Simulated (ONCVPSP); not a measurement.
**Pd (Z = 46) ONCV: all-electron and pseudo phase curves**

* Element: Pd (Z = 46)
* Generator: ONCVPSP 4.0.1
* Type: optimised norm-conserving Vanderbilt (ONCV)
* Functional: PBEsol
* Relativity: scalar-relativistic
* Frozen core: [Ar] 3d10
* Valence charge: 18
* Reference configuration: 4s2 4p6 4d9 5s1
* Partial waves: 4s+5s: rc 1.55 bohr, ncon 3, nbas 6, qcut 8.7 1/bohr, 3 projectors, debl 2.3 Ha; 4p: rc 1.10 bohr, ncon 4, nbas 8, qcut 5.9 1/bohr, 2 projectors, debl 2.3 Ha; 4d: rc 1.25 bohr, ncon 5, nbas 9, qcut 8.9 1/bohr, 2 projectors, debl 2.3 Ha
* Local potential: polynomial inside 0.70 bohr (lpopt 5, dvloc0 4 Ha)
* Core correction: Teter function fitted to the true core (icmod 2), fcfact 0.3

The phase is arctan(r·R′/R) of the radial function R(r), unwrapped; energies in Ha, scanned from -5 to 5 Ha. A pole is an energy at which the radial function vanishes at the test radius. The pseudo phase is shifted by a multiple of π to meet the all-electron one at the reference energy, and phase errors are pseudo minus all-electron; the curves can meet again beyond the range given. Levels narrower than the energy grid can be missing from the lists of poles.

```
channel  radius (bohr)  reference energy (Ha)  poles, all-electron  poles, pseudo  unbroken range about the reference energy with phases within 0.05 rad  phase error 1 Ha above the reference energy (rad)
      s           1.57                  -0.16                -2.80          -2.80                                                        the whole range                                             +0.000
      p           1.12                  -2.00                 2.22           2.22                                                        the whole range                                             -0.000
      d           1.27                  -0.25                 2.92           2.92                                                        the whole range                                             -0.000
```

Phases in the d channel:

```
E (Ha)  all-electron  pseudo
 -4.96         1.176   1.175
 -4.72         1.158   1.157
 -4.48         1.137   1.137
 -4.24         1.114   1.113
 -4.00         1.087   1.087
 -3.76         1.056   1.056
 -3.52         1.020   1.020
 -3.28         0.977   0.977
 -3.04         0.926   0.925
 -2.80         0.863   0.862
 -2.56         0.784   0.784
 -2.32         0.686   0.686
 -2.08         0.561   0.561
 -1.84         0.403   0.403
 -1.60         0.206   0.206
 -1.36        -0.024  -0.024
 -1.12        -0.270  -0.270
 -0.88        -0.504  -0.504
 -0.64        -0.707  -0.707
 -0.40        -0.872  -0.872
 -0.16        -1.003  -1.003
  0.08        -1.106  -1.106
  0.32        -1.188  -1.188
  0.56        -1.255  -1.255
  0.80        -1.310  -1.310
  1.04        -1.356  -1.356
  1.28        -1.395  -1.395
  1.52        -1.430  -1.430
  1.76        -1.460  -1.460
  2.00        -1.487  -1.487
  2.24        -1.511  -1.511
  2.48        -1.533  -1.533
  2.72        -1.554  -1.554
  2.96        -1.574  -1.574
  3.20        -1.592  -1.592
  3.44        -1.610  -1.610
  3.68        -1.628  -1.628
  3.92        -1.645  -1.645
  4.16        -1.662  -1.663
  4.40        -1.680  -1.680
  4.64        -1.698  -1.699
  4.88        -1.717  -1.718
```
